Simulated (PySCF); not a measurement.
# Dipole moment and polarisability of SnMeH3

Compound: SnMeH3, CH6Sn.
Geometry (PBE0-D3(BJ)/def2-SVP, Å), atoms numbered from 1 in this order:
```
atom  x, y, z in Å
Sn1   -0.0016    0.0035   -0.9945
C2     0.0017   -0.0043    1.1562
H3    -1.0289    0.0451    1.5345
H4     0.5617    0.8623    1.5346
H5     0.4742   -0.9239    1.5286
H6     1.6081   -0.0175   -1.5881
H7    -0.7874    1.4119   -1.5804
H8    -0.8278   -1.3771   -1.5908
```

Level: wB97X-D/def2-SVPD (PySCF), static field, nuclei fixed, core orbitals frozen in the response. The polarisability tensor in these axes (au):

```
x   53.31  0.00  0.02
y    0.00 53.31 -0.03
z    0.02 -0.03 63.51
```

**Question.** What are the eigenvalues, a third of the trace, and Δα (Δα² = ½Σ(αi − αj)² over the three pairs)?

**Answer.** Principal values 53.31, 53.31 and 63.51 au; mean 56.71 au = 8.40 Å³ = 9.35 × 10⁻⁴⁰ C²·m²/J; Δα = 10.19 au (18 % of the mean).

**Question.** What is the dipole moment, and where does it point?

**Answer.** (0.00, 0.00, 0.75) D, 0.75 D in size, pointing from the negative to the positive side. Measured along this direction, the outermost atoms are H7, H8 and H6 at the negative end and H3, H5 and H4 at the positive end.

**Question.** Estimate the molar refractivity from the static electronic polarisability.

**Answer.** Lorentz–Lorenz: R = (4π/3)N_A α = 2.5225 cm³/(mol·Å³) × 8.40 Å³ = 21.2 cm³/mol, in the limit of long wavelengths.

**Question.** Refractivity n − 1 of an ideal gas of it at 500 K and 1 atm, from the electronic α?

**Answer.** N = p/kT = 1.4678 × 10¹⁹ cm⁻³, so n − 1 = 2π × N × 8.40 × 10⁻²⁴ cm³ = 775 × 10⁻⁶ at long wavelengths.

**Question.** Rayleigh depolarisation ratio (linearly polarised light, static tensor)?

**Answer.** ρ = 3Δα²/(45ᾱ² + 4Δα²) = 311.7/(144723 + 415.6) = 0.00215.

**Question.** Find the Langevin capture rate constant for NO+ (29.998 u) meeting this molecule (137.949 u), k = 2.342 × 10⁻⁹ cm³/s × √(α in Å³ / reduced mass in u).

**Answer.** The reduced mass is 24.64 u, so k = 1.37 × 10⁻⁹ cm³/s. The formula leaves out the permanent dipole, which adds to the capture rate.

Geometry: PBE0-D3(BJ)/def2-SVP; no solvent, vibrations or thermal averaging. Atoms past krypton carry effective core potentials; spin–orbit coupling is left out.

The run behind these numbers computed excited states and ΔSCF ions as well. Time: 19 s. Hardware: x86-64 server, one thread, on a shared host.
